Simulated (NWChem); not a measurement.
Species: disulfane (H$_{2}$S$_{2}$); SMILES SS

Results from NWChem. Coordinates come from a PBE0/def2-SVP optimisation. Level: PBE/def2-SVP with COSMO at NWChem's default radii, gas-phase geometry; rows give the dielectric constant.

```json
[
 {"dielectric constant": "1.5", "electrostatic solvation energy (kcal/mol)": "-0.9", "dipole in solution (D)": "1.53"},
 {"dielectric constant": "11.7", "electrostatic solvation energy (kcal/mol)": "-2.9", "dipole in solution (D)": "1.82"},
 {"dielectric constant": "37.5", "electrostatic solvation energy (kcal/mol)": "-3.1", "dipole in solution (D)": "1.85"},
 {"dielectric constant": "46.7", "electrostatic solvation energy (kcal/mol)": "-3.1", "dipole in solution (D)": "1.86"},
 {"dielectric constant": "78.4", "electrostatic solvation energy (kcal/mol)": "-3.1", "dipole in solution (D)": "1.86"}
]
```
